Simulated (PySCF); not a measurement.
C₂H₄N₂OSi. Atoms are numbered in the order given.

```xyz
10

N     -0.3735    -3.3382     0.0000
C     -0.2400    -2.1809     0.0000
N     -0.1934    -0.8497     0.0000
C      0.9199    -0.2118     0.0000
O      0.9500     1.1012     0.0000
Si    -0.5065     2.0437     0.0000
H      1.9156    -0.6837     0.0000
H     -1.2760     1.7523    -1.2327
H     -1.2760     1.7523     1.2327
H      0.0161     3.4299     0.0000
```

Geometry optimised at B3LYP-D3(BJ)/def2-SVP. The structure was generated by enumeration; whether it is a known compound was not checked. One conformer was computed; it need not be the lowest.

Level of theory: PBE/pcSseg-1 run with PySCF.

GIAO shieldings, no solvent; atoms alike by connectivity are averaged. δ = σ(ref) − σ: ¹⁵N against NH3 (σ = 267.0 ppm); ¹³C against TMS (σ = 182.0 ppm); ¹⁷O against H2O (σ = 334.3 ppm); ²⁹Si against TMS (σ = 335.4 ppm); ¹H against TMS (σ = 31.49 ppm), references at their B3LYP-D3(BJ)/def2-TZVP geometries, non-relativistic.

```tsv
nucleus	atoms	count	δ (ppm)
¹⁵N	N1	1	286.5
¹⁵N	N3	1	243.1
¹³C	C4	1	172.0
¹³C	C2	1	116.2
¹⁷O	O5	1	191.7
²⁹Si	Si6	1	-27.3
¹H	H7	1	8.37
¹H	H8, H9, H10	3	5.31
```
